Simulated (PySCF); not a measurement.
CH6ClFSi2, SMILES F[Si@H](Cl)C[SiH3]. Atoms are numbered in the order given.

```xyz
11

F      1.7807    -0.6786     0.7649
Si     0.9369    -0.1551    -0.5347
Cl     0.4947     1.8489    -0.2294
C     -0.6397    -1.1359    -0.6668
Si    -1.9431    -0.7753     0.6733
H      1.8379    -0.2590    -1.7234
H     -1.0936    -0.9493    -1.6642
H     -0.3679    -2.2138    -0.6297
H     -3.0041    -1.8416     0.6363
H     -2.5852     0.5587     0.4263
H     -1.2989    -0.7765     2.0308
```

Coordinates come from a PBE-D3(BJ)/def2-SVP optimisation. The structure was generated by enumeration; whether it is a known compound was not checked. One conformer was computed; it need not be the lowest.

These are PBE-D3(BJ)/def2-SVP (PySCF) values and carry that method's errors.

Frequencies are harmonic and unscaled.

Question: List the normal modes with their intensities. (An estimate is asked for; the answer gives what the named calculation found.)

Answer: 
| mode | ν (cm⁻¹) | IR (km/mol) | moving atoms (share of kinetic energy) |
|---|---|---|---|
| 1 | 38 | 0.2 | H 28 %, Si 21 %, F 21 %, Cl 20 %, C 10 % |
| 2 | 96 | 1.5 | H 33 %, Si 31 %, F 21 %, Cl 8 % |
| 3 | 125 | 0.4 | H 61 %, Cl 22 %, Si 15 % |
| 4 | 197 | 0.2 | H 36 %, C 21 %, F 18 %, Si 15 %, Cl 10 % |
| 5 | 234 | 6.7 | F 55 %, Cl 23 %, Si 11 % |
| 6 | 334 | 16.1 | Si 53 %, H 15 %, F 12 %, C 12 % |
| 7 | 476 | 2.4 | H 89 % |
| 8 | 511 | 31.5 | Si 40 %, Cl 29 %, C 15 %, H 13 % |
| 9 | 562 | 14.5 | H 43 %, Si 38 %, Cl 13 % |
| 10 | 651 | 26.6 | H 65 %, C 23 %, Si 10 % |
| 11 | 710 | 12.2 | H 67 %, C 25 % |
| 12 | 744 | 49.3 | H 43 %, C 35 %, Si 20 % |
| 13 | 803 | 257.2 | H 70 %, Si 17 %, C 12 % |
| 14 | 805 | 34.7 | H 72 %, F 21 % |
| 15 | 879 | 207.1 | H 51 %, Si 26 %, F 22 % |
| 16 | 907 | 139.5 | H 66 %, Si 20 %, F 12 % |
| 17 | 912 | 44.4 | H 92 % |
| 18 | 917 | 43.7 | H 97 % |
| 19 | 986 | 10.7 | H 89 %, Si 9 % |
| 20 | 1042 | 70.8 | H 56 %, C 41 % |
| 21 | 1321 | 10.2 | H 92 % |
| 22 | 2166 | 101.6 | H 98 % |
| 23 | 2180 | 72.6 | H 97 % |
| 24 | 2191 | 82.4 | H 96 % |
| 25 | 2209 | 123.7 | H 97 % |
| 26 | 2985 | 0.4 | H 95 % |
| 27 | 3051 | 0.1 | H 91 %, C 9 % |
